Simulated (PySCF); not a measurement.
**Spinor energies of Hg⁶⁸⁺ (mercury, charge +68)**

Start: [Ne] 3s2. Calculated with PySCF 2.14 in an even-tempered Gaussian basis (17 s from 24 bohr⁻², ratio 2.4; 14 p from 31 bohr⁻², ratio 2.4; 4 d from 100 bohr⁻², ratio 2.6; 4 f from 150 bohr⁻², ratio 2.6): generalised Hartree-Fock with the X2C-1e Hamiltonian and a Gaussian nucleus; one run each with spin-orbit coupling (SO) switched off, then screened by Boettger's factors.

```tsv
spinor shell	electrons	ε, spin-free (eV)	ε, screened SO (eV)	weight of nominal j (screened SO)	rms radius, screened SO (bohr)
1s1/2	2	-89733.6	-89708.9	1.000	0.0187
2s1/2	2	-20778.8	-20772.7	1.000	0.0743
2p1/2	2	-18760.8	-20210.6	1.000	0.0628
3s1/2	2	-8476.9	-8475.9	1.000	0.178
```

Task: Where does 2p3/2 lie, and what is the 2p spin-orbit splitting (screened SO)?

Result: At -18200.7 eV, 2009.9 eV above 2p1/2.

| quantity | spin-free | screened SO |
| --- | --- | --- |
| E (hartree) | -13778.97650 | -13804.19367 |
| M_J | 0 | 0 |
| ⟨J²⟩ | 0.000 | 0.000 |
| ⟨L²⟩ | 0.000 | 0.049 |
| ⟨S²⟩ | 0.000 | 0.049 |

Breit and QED terms are absent; they matter most for the inner s and p1/2 levels.

Densities and radii are taken from the X2C orbitals without a picture-change correction, which distorts them close to the nucleus.

Without spin-orbit coupling the j labels of p, d and f shells carry no meaning; the spin-free column gives the mean over the occupied spinors of each nl shell.
